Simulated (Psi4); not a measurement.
F6Ir, quartet, at a GFN2-xTB geometry (such geometries of metal compounds can be far from the true shape) (core potentials on Ir). Base run: HF/def2-SVP in Psi4 1.11.

The Psi4 input:
```
memory 2 GB

molecule {
0 4
  Ir   -0.00000000   -0.00000000   -0.00000000
  F     1.12482992   -0.44500667   -1.40311054
  F    -1.12482992    0.44500667    1.40311054
  F    -1.16207420    0.81544288   -1.19022222
  F    -0.90351186   -1.60281454   -0.21597302
  F     0.90351186    1.60281454    0.21597302
  F     1.16207420   -0.81544288    1.19022222
}

set basis def2-svp
set reference uhf
set stability_analysis check
set scf_type pk

energy('scf')
print_variables()
```

The bond that is stretched is that between atoms 4 and 1. A test that says stable can miss a lower solution.

Each row names what was changed in the base input (with any setting that the change needs).

```csv
change,ΔE vs base (mEh),<S^2>,outcome
base,0.000,3.787,converged
stability_analysis = follow; reference = uhf,0.000,3.787,converged
bond × 1.25,84.025,3.830,converged
stability_analysis = follow; reference = uhf; bond × 1.25,30.112,4.618,converged
bond × 1.5,172.8,3.856,converged
stability_analysis = follow; reference = uhf; bond × 1.5,-,-,not converged
bond × 1.8,245.0,3.879,converged
stability_analysis = follow; reference = uhf; bond × 1.8,-,-,not converged
bond × 2.2,25.761,4.787,converged
stability_analysis = follow; reference = uhf; bond × 2.2,23.234,4.787,converged
bond × 3.0,17.384,4.015,converged
stability_analysis = follow; reference = uhf; bond × 3.0,17.372,4.015,converged
```

Psi4 reported an instability in these rows: bond × 1.25; stability_analysis = follow; reference = uhf; bond × 1.25; bond × 1.5; stability_analysis = follow; reference = uhf; bond × 1.5; bond × 1.8; stability_analysis = follow; reference = uhf; bond × 1.8; bond × 2.2; stability_analysis = follow; reference = uhf; bond × 2.2; bond × 3.0; stability_analysis = follow; reference = uhf; bond × 3.0 (restricted rows aren't judged here).

On stretching, the SCF can end on different states; <S^2> shows the spin contamination of each.
